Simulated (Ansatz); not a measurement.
Molecule: CH2F3Ge, net charge 0, doublet state. It need not be the lowest isomer of its formula. 
Coordinates optimised at B3LYP-D3(BJ)/def2-TZVP (Ansatz, a program for electronic structure):
```
Ge
F 1 1.7214
F 1 1.7215 2 106.80
F 1 1.7229 2 105.21 3 -111.25
C 1 1.8969 2 112.35 4 -124.85
H 5 1.0808 1 120.65 2 26.80
H 5 1.0808 6 118.60 1 -179.48
```
Charge 0, spin multiplicity 2.

Computed values are from Ansatz. Valence correlation only, unless marked. Open shells are spin-unrestricted. Spin-orbit coupling is left out. The frozen core is the preceding noble-gas configuration, with the filled d and f shells of earlier blocks. Non-relativistic. CBS(X,Y): correlation extrapolated as X^-3; Hartree-Fock from the larger set.

Q: What is the dipole moment at CCSD(T)/aug-cc-pVDZ?

A: 3.54 D.

Q: What is the total energy at CCSD(T)/CBS(cc-pVTZ,cc-pVQZ)?

A: -2414.2200 Eh.

Q: What is the T1 diagnostic at CCSD/cc-pVQZ?

A: 0.012.

Q: What is the atomisation energy De at CCSD(T)/CBS(cc-pVTZ,cc-pVQZ)?

A: 2619.9 kJ/mol.
